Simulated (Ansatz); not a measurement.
The first iterations of a band of C2H2SSe (6 atoms, charge 0, multiplicity 1).

Theory: RKS PBE0/def2-SVP (Ansatz).

| Property | Result |
| --- | --- |
| movable images | 9 |
| climbing image | yes |
| spring | 5.0 eV/Å² |
| optimiser | quadratic models (default) |
| start path | IDPP |
| force threshold | 0.05 eV/Å |
| iteration limit | 24 |
| end points | relaxed |

Initial state:

```xyz
6
Properties=species:S:1:pos:R:3
S 1.137 0.535 -1.091
C 0.340 -0.116 0.356
C -0.816 -0.730 0.219
Se -2.298 -1.525 0.024
H 0.840 1.842 -0.885
H 0.839 -0.070 1.331
```

Final state:

```xyz
6
Properties=species:S:1:pos:R:3
S -0.043 1.645 -0.055
C 0.256 -0.036 0.431
C -0.557 -0.975 -0.008
Se -1.618 -2.166 -0.575
H 0.947 1.742 -0.976
H 1.058 -0.274 1.139
```

| iteration | highest image above the first end (eV) | largest band force component (eV/Å) |
| --- | --- | --- |
| 1 | 0.389 | 1.185 |
| 2 | 0.192 | 0.857 |
| 3 | 0.202 | 1.101 |
| 4 | 0.082 | 0.350 |
| 5 | 0.073 | 0.163 |
| 6 | 0.197 | 0.682 |
| 7 | 0.131 | 0.556 |

Q: Does the band converge within its limit, and where does its top end?

A: The forces met the threshold. It ended after 22 iterations with the highest image 0.071 eV above the first end. A vibrational analysis at the climbing image gives one clearly imaginary mode, 213i cm⁻¹: a first-order saddle point.

Run time: 17 min on 1 thread of AMD EPYC 7R43 64-Core Processor (Zen 3), on a shared host, peak memory 0.21 GiB.
